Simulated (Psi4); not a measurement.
C3H9BClN, singlet, geometry from GFN2-xTB, atoms displaced at random by about 0.03 Å a coordinate; Psi4 1.11 with R2SCAN/STO-3G, gradient.

Psi4 was given this input:
```
memory 2 GB

molecule mol {
0 1
B     0.751089    0.178043    0.984201
Cl    0.229436    0.663834    2.525614
H     1.973104    0.160209    0.742494
N    -0.166804   -0.022788   -0.034806
C     0.167504   -0.341181   -1.384887
C    -0.481446   -1.643231   -1.801011
C    -0.399828    0.719401   -2.350984
H    -1.113815    0.117221    0.104545
H     1.184331   -0.437063   -1.551118
H    -0.327246   -1.950434   -2.754719
H    -0.156582   -2.477407   -1.131992
H    -1.584247   -1.606241   -1.686432
H    -0.154953    0.485688   -3.402522
H    -1.490447    0.819032   -2.292200
H     0.023179    1.731323   -2.102295
symmetry c1
no_reorient
no_com
}

set {
  basis sto-3g
  reference rks
}

gradient('r2scan')
print_variables()
```

It wrote (shortened):

```
gradient() will perform analytic gradient computation.

   => Loading Basis Set <=

    Name: STO-3G
    Role: ORBITAL
    Keyword: BASIS

         ---------------------------------------------------------
                                   SCF
               by Justin Turney, Rob Parrish, Andy Simmonett
                          and Daniel G. A. Smith
                              RKS Reference
         ---------------------------------------------------------

  ==> Geometry <==

    Molecular point group: c1
    Full point group: C1

    Geometry (in Angstrom), charge = 0, multiplicity = 1:

       Center              X                  Y                   Z               Mass
    ------------   -----------------  -----------------  -----------------  -----------------
         B            0.751089000000     0.178043000000     0.984201000000    11.009305360000
         CL           0.229436000000     0.663834000000     2.525614000000    34.968852682000
         H            1.973104000000     0.160209000000     0.742494000000     1.007825032230
         N           -0.166804000000    -0.022788000000    -0.034806000000    14.003074004430
         C            0.167504000000    -0.341181000000    -1.384887000000    12.000000000000
         C           -0.481446000000    -1.643231000000    -1.801011000000    12.000000000000
         C           -0.399828000000     0.719401000000    -2.350984000000    12.000000000000
         H           -1.113815000000     0.117221000000     0.104545000000     1.007825032230
         H            1.184331000000    -0.437063000000    -1.551118000000     1.007825032230
         H           -0.327246000000    -1.950434000000    -2.754719000000     1.007825032230
         H           -0.156582000000    -2.477407000000    -1.131992000000     1.007825032230
         H           -1.584247000000    -1.606241000000    -1.686432000000     1.007825032230
         H           -0.154953000000     0.485688000000    -3.402522000000     1.007825032230
         H           -1.490447000000     0.819032000000    -2.292200000000     1.007825032230
         H            0.023179000000     1.731323000000    -2.102295000000     1.007825032230

  Running in c1 symmetry.

  Rotational constants: A =      0.24674  B =      0.03792  C =      0.03522 [cm^-1]
  Rotational constants: A =   7396.99046  B =   1136.91142  C =   1055.73624 [MHz]
  Nuclear repulsion =  275.252095944499899

  Charge       = 0
  Multiplicity = 1
  Electrons    = 56
  Nalpha       = 28
  Nbeta        = 28

  ==> Algorithm <==

  SCF Algorithm Type is DF.
  DIIS enabled.
  MOM disabled.
  Fractional occupation disabled.
  Guess Type is SAD.
  Energy threshold   = 1.00e-08
  Density threshold  = 1.00e-08
  Integral threshold = 1.00e-12

  ==> Primary Basis <==

  Basis Set: STO-3G
    Blend: STO-3G
    Number of shells: 29
    Number of basis functions: 43
    Number of Cartesian functions: 43
    Spherical Harmonics?: true
    Max angular momentum: 1

  ==> DFT Potential <==

   => LibXC <=

    Version 7.1.2
    S. Lehtola, C. Steigemann, M. J. T. Oliveira, and M. A. L. Marques,  SoftwareX 7, 1–5 (2018) (10.1016/j.softx.2017.11.002)

   => Composite Functional: R2SCAN <=

    r2SCAN Meta-GGA XC Functional  (0.1021/acs.jpclett.0c02405)
    J. W. Furness, A. D. Kaplan, J. Ning, J. P. Perdew, J. Sun  J. Phys. Chem. Lett.  11, 8208–8215, 2020

    Deriv               =              1
    GGA                 =           TRUE
    Meta                =           TRUE

    Exchange Hybrid     =          FALSE
    MP2 Hybrid          =          FALSE

   => Exchange Functionals <=

    1.0000   XC_MGGA_X_R2SCAN

   => Correlation Functionals <=

    1.0000   XC_MGGA_C_R2SCAN

   => LibXC Density Thresholds  <==

    XC_MGGA_C_R2SCAN:  1.00E-15
    XC_MGGA_X_R2SCAN:  1.00E-11

   => Molecular Quadrature <=

    Radial Scheme          =       TREUTLER
    Pruning Scheme         =           NONE
    Nuclear Scheme         =       TREUTLER

    Blocking Scheme        =         OCTREE
    BS radius alpha        =              1
    Pruning alpha          =              1
    Radial Points          =             75
    Spherical Points       =            302
    Total Points           =         314053
    Total Blocks           =           2365
    Max Points             =            256
    Max Functions          =             40
    Weights Tolerance      =       1.00E-15

   => Loading Basis Set <=

    Name: (STO-3G AUX)
    Role: JKFIT
    Keyword: DF_BASIS_SCF

  ==> Integral Setup <==

  SCF_SUBTYPE=INCORE selected. In-core MEM_DF algorithm will be used.
  Using in-core AOs.

  ==> MemDFJK: Density-Fitted J/K Matrices <==

    J tasked:                   Yes
    K tasked:                    No
    wK tasked:                   No
    Algorithm:                 Core
    Schwarz Cutoff:           1E-12
    Mask sparsity (%):       2.8123
    Fitting Condition:        1E-10

   => Auxiliary Basis Set <=

  Basis Set: (STO-3G AUX)
    Blend: DEF2-UNIVERSAL-JKFIT
    Number of shells: 217
    Number of basis functions: 667
    Number of Cartesian functions: 784
    Spherical Harmonics?: true
    Max angular momentum: 4

  Minimum eigenvalue in the overlap matrix is 1.9432518575E-01.
  Reciprocal condition number of the overlap matrix is 7.4375391401E-02.
    Using symmetric orthogonalization.

  ==> Pre-Iterations <==

  SCF Guess: Superposition of Atomic Densities via on-the-fly atomic UHF (no occupation information).

   -------------------------
    Irrep   Nso     Nmo
   -------------------------
     A         43      43
   -------------------------
    Total      43      43
   -------------------------

  ==> Iterations <==

                           Total Energy        Delta E     RMS |[F,P]|

   @DF-RKS iter SAD:  -649.45431235991373   -6.49454e+02   0.00000e+00
   @DF-RKS iter   1:  -652.01251889782941   -2.55821e+00   4.84758e-03 ADIIS/DIIS
[...]
  @DF-RKS Final Energy:  -652.04351491638749
    Total Energy =                       -652.0435149163874939
[...]
 Dipole Z            :         -1.7941429            0.5995534           -1.1945895
 Magnitude           :                                                    1.3130353

 ------------------------------------------------------------------------------------

         ------------------------------------------------------------
                                   SCF GRAD
                          Rob Parrish, Justin Turney,
                       Andy Simmonett, and Alex Sokolov
         ------------------------------------------------------------

  ==> Geometry <==

    Molecular point group: c1
    Full point group: C1

    Geometry (in Angstrom), charge = 0, multiplicity = 1:

       Center              X                  Y                   Z               Mass
    ------------   -----------------  -----------------  -----------------  -----------------
         B            0.751089000000     0.178043000000     0.984201000000    11.009305360000
         CL           0.229436000000     0.663834000000     2.525614000000    34.968852682000
         H            1.973104000000     0.160209000000     0.742494000000     1.007825032230
         N           -0.166804000000    -0.022788000000    -0.034806000000    14.003074004430
         C            0.167504000000    -0.341181000000    -1.384887000000    12.000000000000
         C           -0.481446000000    -1.643231000000    -1.801011000000    12.000000000000
         C           -0.399828000000     0.719401000000    -2.350984000000    12.000000000000
         H           -1.113815000000     0.117221000000     0.104545000000     1.007825032230
         H            1.184331000000    -0.437063000000    -1.551118000000     1.007825032230
         H           -0.327246000000    -1.950434000000    -2.754719000000     1.007825032230
         H           -0.156582000000    -2.477407000000    -1.131992000000     1.007825032230
         H           -1.584247000000    -1.606241000000    -1.686432000000     1.007825032230
         H           -0.154953000000     0.485688000000    -3.402522000000     1.007825032230
         H           -1.490447000000     0.819032000000    -2.292200000000     1.007825032230
         H            0.023179000000     1.731323000000    -2.102295000000     1.007825032230

  Nuclear repulsion =  275.252095944499899

  ==> Basis Set <==

  Basis Set: STO-3G
    Blend: STO-3G
    Number of shells: 29
    Number of basis functions: 43
    Number of Cartesian functions: 43
    Spherical Harmonics?: true
    Max angular momentum: 1

  ==> DFJKGrad: Density-Fitted SCF Gradients <==

    Gradient:                    1
    J tasked:                  Yes
    K tasked:                   No
    wK tasked:                  No
    Integrals threads:           1
    Schwarz Cutoff:          1E-12
    Fitting Condition:       1E-10

   => Auxiliary Basis Set <=

  Basis Set: (STO-3G AUX)
    Blend: DEF2-UNIVERSAL-JKFIT
    Number of shells: 217
    Number of basis functions: 667
    Number of Cartesian functions: 784
    Spherical Harmonics?: true
    Max angular momentum: 4

  ==> DFT Potential <==

   => LibXC <=

    Version 7.1.2
    S. Lehtola, C. Steigemann, M. J. T. Oliveira, and M. A. L. Marques,  SoftwareX 7, 1–5 (2018) (10.1016/j.softx.2017.11.002)

   => Composite Functional: R2SCAN <=

    r2SCAN Meta-GGA XC Functional  (0.1021/acs.jpclett.0c02405)
    J. W. Furness, A. D. Kaplan, J. Ning, J. P. Perdew, J. Sun  J. Phys. Chem. Lett.  11, 8208–8215, 2020

    Deriv               =              1
    GGA                 =           TRUE
    Meta                =           TRUE

    Exchange Hybrid     =          FALSE
    MP2 Hybrid          =          FALSE

   => Exchange Functionals <=

    1.0000   XC_MGGA_X_R2SCAN

   => Correlation Functionals <=

    1.0000   XC_MGGA_C_R2SCAN

   => LibXC Density Thresholds  <==

    XC_MGGA_C_R2SCAN:  1.00E-15
    XC_MGGA_X_R2SCAN:  1.00E-11

   => Molecular Quadrature <=

    Radial Scheme          =       TREUTLER
    Pruning Scheme         =           NONE
    Nuclear Scheme         =       TREUTLER

    Blocking Scheme        =         OCTREE
    BS radius alpha        =              1
    Pruning alpha          =              1
    Radial Points          =             75
    Spherical Points       =            302
    Total Points           =         314053
    Total Blocks           =           2365
    Max Points             =            256
    Max Functions          =             40
    Weights Tolerance      =       1.00E-15

  -Total Gradient:
     Atom            X                  Y                   Z
    ------   -----------------  -----------------  -----------------
       1       -0.061073289650     0.004718446186     0.058248744441
       2        0.020744148596    -0.015445644157    -0.058963788611
       3        0.039063975573     0.005705124547    -0.006192709926
       4       -0.086321761927     0.001301033534    -0.034011017882
       5        0.060817551305    -0.001378817617     0.054068101151
       6        0.041399193145     0.037374066839    -0.090696962185
       7       -0.010454453016    -0.043674034860     0.009390045135
       8        0.087364212218    -0.009693878807    -0.013068398056
       9       -0.067189179625    -0.000708462494    -0.001821950013
      10       -0.023114312524     0.015378685117     0.080784260281
      11        0.000722433398    -0.010392391480     0.007631705277
      12       -0.007151948322    -0.006106978540    -0.002052039746
      13       -0.002426636380     0.000818351499    -0.005888376072
      14        0.002653249708     0.005768031167    -0.005051551966
      15        0.004818624529     0.015861005197     0.006163636354

  Variable Map:
  ----------------------------------------------------------------------------
[...]
  Array Variable Map:
  ----------------------------------------------------------------------------
[...]
[...]
```
